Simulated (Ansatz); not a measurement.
GeHClBr2, SMILES [Cl][GeH]([Br])[Br].

Geometry: B3LYP-D3(BJ)/def2-SVP.

Two levels are set side by side: PBE/def2-SVPD (Ansatz, a program for electronic structure) and PBE0/def2-SVPD (Ansatz). Energy differences of separate SCF runs at the same geometry; the states with an electron removed or added have multiplicity 2 and 2. Differences are taken from unrounded values.

```tsv
quantity	PBE0
vertical ionisation energy (eV)	10.75
vertical electron affinity (eV)	0.63
vertical singlet–triplet gap (eV)	4.96
```

Question: What does PBE give, and how far is it from PBE0? (An estimate is asked for; the answer gives what the named calculation found.)

Answer: 
```csv
quantity,PBE,PBE minus PBE0
vertical ionisation energy (eV),10.24,-0.51
vertical electron affinity (eV),0.74,0.11
vertical singlet–triplet gap (eV),4.44,-0.52
```
